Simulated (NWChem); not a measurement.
# BeIF; SMILES [F][Be][I]

```xyz
3

Be     0.0000     0.0000     1.5603
F      0.0000     0.0000     2.9497
I      0.0000     0.0000    -0.6048
```
Atoms are numbered in this order, from 1.

Geometry: optimised at PBE0/def2-SVP. def2 effective core potentials on I; no spin-orbit coupling.

### Question
List the 4 lowest vertical singlet excitations and the 4 lowest triplet ones from PBE/def2-SVPD with def2 effective core potentials on I, full TDDFT (NWChem).

### Answer
```tsv
state	energy (eV)	oscillator strength	leading excitation (squared amplitude)
S1	5.76	0.052	HOMO → LUMO (1.00)
S2	5.76	0.052	HOMO−1 → LUMO (1.00)
S3	6.06	0.000	HOMO−1 → LUMO+1 (0.48)
S4	6.10	0.000	HOMO−1 → LUMO+2 (0.48)
T1	5.44	spin-forbidden	HOMO → LUMO (0.99)
T2	5.44	spin-forbidden	HOMO−1 → LUMO (0.99)
T3	5.54	spin-forbidden	HOMO−1 → LUMO+2 (0.47)
T4	5.78	spin-forbidden	HOMO−1 → LUMO+2 (0.48)
```
